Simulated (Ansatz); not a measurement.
A run for Ansatz (a quantum-chemistry and plane-wave program): R-wB97X-V/def2-TZVPPD on boric acid (SMILES OB(O)O). Files ending in .json are basis or fitting sets from the Basis Set Exchange.

Ansatz 0.2 input:
```yaml
crystal:
  periodic: [false, false, false]
  atoms:
    - {symbol: O, position_ang: [0.48812662, -0.25235612, -1.40219905]}
    - {symbol: B, position_ang: [0.21299975, -0.13651343, -0.06670223]}
    - {symbol: O, position_ang: [0.60554128, 1.00679046, 0.59679757]}
    - {symbol: O, position_ang: [-0.44347033, -1.17900370, 0.53078990]}
    - {symbol: H, position_ang: [0.94910488, 0.52238930, -1.73633446]}
    - {symbol: H, position_ang: [0.36811778, 0.99666234, 1.53253046]}
    - {symbol: H, position_ang: [-0.60127700, -1.02356726, 1.46969997]}
basis:
  gaussian:
    orbitals: def2-TZVPPD.json
hamiltonian:
  xc: {name: wB97X-V}
scf: {lower_state_search: off}
```

Task: Give the final energy of this run.

Result: -252.5200 hartree.
